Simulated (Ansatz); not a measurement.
Cost and result for the atomization energy of B₂HIOZn (`I[B]1O[BH][Zn]1`) (6 atoms, 6 bonds).

Total charge 0; spin multiplicity 1. For Zn the d shell is correlated and the shells below it are frozen. Correlated methods include outer-core shells of I, which these sets cover unevenly. Scalar relativity is left out up to krypton. I takes the def2 core potential. All single points use the PBE0-D4/def2-TZVP geometry. Program: Ansatz. All runs use 4 threads of an Intel Xeon on a shared host. Times are those of one run each, without the atoms' runs, and a repeat can differ threefold. Electronic energies, without spin–orbit coupling; frozen cores. CCSD(T)/CBS adds CCSD(T) − MP2 in def2-TZVPP to the MP2 limit, and its time is that of the two runs behind it. T1 = 0.018. With those shells the extrapolation isn't a true limit. B3LYP takes the VWN-RPA correlation (the form of Gaussian; ORCA's B3LYP/G). HSE06 is the plane-wave form, built on full-range PBE exchange.

CCSD(T)/CBS is a level of theory with its own doubt, some kJ/mol a heavy atom from the limit and from the frozen cores, so smaller differences don't rank the functionals.

```tsv
level	functions	wall time
LDA (SPW92)/def2-TZVPP	221	1.1 s
PBE0-D4/def2-TZVPP	221	2.8 s
BHLYP-D4/def2-TZVPP	221	2.8 s
HSE06-D4/def2-TZVPP	221	3 s
CAM-B3LYP-D4/def2-TZVPP	221	3.2 s
r2SCAN-D4/def2-TZVPP (with forces)	221	3.8 s
B3LYP-D4/def2-TZVPP (with forces)	221	4 s
B2PLYP/def2-TZVPP	221	5 s
ωB97X-V/def2-TZVPP	221	6.5 s
CCSD(T)/def2-SVP	104	6.5 s
MP2/def2-QZVPP	383	17 s
CCSD(T)/def2-TZVPP	221	99 s
CCSD(T)/CBS(def2)	–	120 s
```

(1) What atomization energy does each give, and how far from CCSD(T)/CBS? (Estimate.)

## Answers

(1) The calculation gave: 
```csv
level,atomization (kcal/mol),difference from CCSD(T)/CBS,per bond
LDA (SPW92)/def2-TZVPP,528.3,93.7,15.6
PBE0-D4/def2-TZVPP,444.5,9.9,1.7
BHLYP-D4/def2-TZVPP,413.7,-20.9,-3.5
HSE06-D4/def2-TZVPP,445.2,10.6,1.8
CAM-B3LYP-D4/def2-TZVPP,435.0,0.4,0.1
r2SCAN-D4/def2-TZVPP (with forces),450.3,15.7,2.6
B3LYP-D4/def2-TZVPP (with forces),432.8,-1.8,-0.3
B2PLYP/def2-TZVPP,431.4,-3.2,-0.5
ωB97X-V/def2-TZVPP,436.9,2.3,0.4
CCSD(T)/def2-SVP,411.1,-23.5,-3.9
MP2/def2-QZVPP,454.8,20.2,3.4
CCSD(T)/def2-TZVPP,421.5,-13.1,-2.2
CCSD(T)/CBS(def2),434.6,0.0,0.0
```

At CCSD(T), def2-SVP lies −23.5 kcal/mol from the extrapolated value and def2-TZVPP −13.1 kcal/mol: correlation converges slowly with the basis, and small sets miss more of it in the bonded molecule than in its fragments. The D4 term adds +6.8 kcal/mol with B3LYP and +3.5 kcal/mol with PBE0; it sums over pairs of atoms, weighted by their polarisabilities, and B3LYP, whose exchange is more repulsive, gets the larger term. Leaving LDA and LC-ωPBE aside and taking each functional with its dispersion term where it has one, the values, not all of them listed here, spread over 45.7 kcal/mol, from BHLYP-D4 to PBE-D4. LDA lies +73.0 kcal/mol from PBE without D4, its usual overbinding.

Spin–orbit coupling would lower the free I atoms strongly, and the atomization energy with them, by more than many differences here.
